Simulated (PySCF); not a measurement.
Si(F)2(Me)(NCO) (C2H3F2NOSi), SMILES C[Si](F)(F)N=C=O.

The structure is a stationary point at B3LYP-D3(BJ)/def2-SVP. The values are those of a single conformer.

Method: PySCF with M06-2X/def2-TZVP.

Symmetry labels are those of the subgroup Cs that the program uses (full group Cs).

Computed valence orbital energies around the gap with their symmetry:
| orbital | symmetry | energy (eV) |
|---|---|---|
| HOMO−7 | A' | -14.94 |
| HOMO−6 | A" | -14.73 |
| HOMO−5 | A" | -14.36 |
| HOMO−4 | A' | -13.53 |
| HOMO−3 | A" | -13.42 |
| HOMO−2 | A' | -11.99 |
| HOMO−1 | A" | -10.84 |
| HOMO | A' | -10.71 |
| LUMO | A" | 1.13 |
| LUMO+1 | A' | 1.26 |
| LUMO+2 | A' | 1.31 |
| LUMO+3 | A' | 2.00 |
